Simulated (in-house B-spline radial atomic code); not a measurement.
Ionisation energies along the 55-electron series, configuration 1s2 2s2 2p6 3s2 3p6 3d10 4s2 4p6 4d10 4f5/2(6) 4f7/2(1) 5s2, as differences of self-consistent energies. Dirac energy differences include first-order Breit, QED and recoil terms. NIST's values go from ground level to ground level; the uncertainty of those that are theory runs from under 0.1 % in few-electron ions to several per cent in heavy many-electron ones. Computed with a radial B-spline atomic code at the basis-set limit: Dirac-Hartree-Fock, jj configuration that fills j = l - 1/2 first, finite nuclei.

A number in brackets counts the electrons of a j subshell.

| ion | configuration after | ionisation energy (eV) | IE/(q+1)² (eV) | -ε less Coulomb ΔSCF (eV) | Breit and QED recoil part (eV) | tabulated value (eV) | tabulated kind | computed minus tabulated (eV) |
| --- | --- | --- | --- | --- | --- | --- | --- | --- |
| Dy11+ | [Kr] 4d10 4f5/2(6) 5s2 | 203.86 | 1.4157 | 3.0607 | 0.17427 | 224 | tabulated theory | -20.14 |
| Ho12+ | [Kr] 4d10 4f5/2(6) 5s2 | 237.17 | 1.4034 | 3.085 | 0.18808 | 263 | tabulated theory | -25.83 |
| Er13+ | [Kr] 4d10 4f5/2(6) 4f7/2(1) 5s1 | 278.10 | 1.4189 | - | -0.34427 | 290 | tabulated theory | -11.90 |
